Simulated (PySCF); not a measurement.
Species: CdMe(SiH3), CH6CdSi (singlet state).
Geometry (PBE0-D3(BJ)/def2-SVP, Å), atoms numbered from 1 in this order:
```xyz
9
CH6CdSi angstrom
Cd     0.028   -0.007    0.229
C      0.010   -0.032    2.355
H     -1.012   -0.191    2.732
H      0.378    0.923    2.761
H      0.647   -0.841    2.746
Si     0.024    0.017   -2.287
H      1.364    0.374   -2.860
H     -0.959    1.007   -2.840
H     -0.347   -1.319   -2.861
```

Method: PBE0-D3(BJ)/def2-SVP geometry optimisation, gas phase, def2 core potentials past Kr (PySCF 2.14.0).

(1) Which atoms are bound to Cd1, and at what distances?

(2) What is the shape at Cd1?

(3) What are the other bond lengths?

## Answers

(1) 2 atoms: C2 2.127 Å, Si6 2.516 Å. The nearest atom not counted as bound is H3, at 2.72 Å (others tie with it).

(2) Linear: angle 179.4°.

(3) C2–H3, C2–H4, C2–H5 1.101 Å; Si6–H7, Si6–H8, Si6–H9 1.501 Å.

Point group: near C3v, missed by 0.17 Å at most; the miss may be what the optimiser left on a soft mode (C3 holds within 0.08 Å). Charge 0, singlet. Whether it is a minimum is left open (no frequencies).

On one thread of an Arm Neoverse V2, no GPU (shared host), this took 16 s and 0.37 GiB of memory at its peak. This is the geometry optimisation.
